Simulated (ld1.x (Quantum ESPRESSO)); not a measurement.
# An all-electron radial function and its pseudo partner (Li)

Columns: radius, all-electron u(r) and pseudo u(r) of the 2p shell (level -1.06 eV) of lithium in the configuration 1s2 2s1 2p0; PBEsol, non-relativistic, RRKJ scheme, ld1.x (Quantum ESPRESSO) 7.5.

```tsv
r (bohr)	all-electron	pseudo
0.210	0.0150	0.0060
0.420	0.0467	0.0236
0.630	0.0844	0.0514
0.840	0.1234	0.0872
1.050	0.1616	0.1285
1.260	0.1980	0.1725
1.470	0.2321	0.2165
1.680	0.2637	0.2583
1.890	0.2938	0.2963
2.100	0.3218	0.3293
2.310	0.3470	0.3570
2.520	0.3689	0.3793
2.730	0.3875	0.3969
2.940	0.4029	0.4102
3.150	0.4150	0.4200
3.360	0.4240	0.4269
3.570	0.4301	0.4314
3.780	0.4333	0.4337
3.990	0.4339	0.4339
4.200	0.4321	0.4321
4.410	0.4281	0.4281
4.620	0.4222	0.4222
4.830	0.4147	0.4147
5.040	0.4058	0.4058
5.250	0.3957	0.3957
5.460	0.3849	0.3849
```

(1) How many radial nodes do the two functions have?

(2) At about which radius was the pseudo-wave matched?

(3) Where does each function peak?

(4) Is the pseudo-wave norm-conserving?

## Answers

(1) The all-electron 2p function has n − l − 1 = 0; the pseudo-wave has 0.

(2) 4.20 bohr. The columns agree to 0.0005 from 3.78 bohr on; several derivatives are matched, so the curves merge somewhat inside the radius.

(3) Outermost all-electron maximum near 3.99 bohr, pseudo maximum near 3.99 bohr (to the table’s step).

(4) Yes: the RRKJ scheme keeps the norm inside the radius equal to the all-electron one, which fixes the energy derivative of the logarithmic derivative at the level.
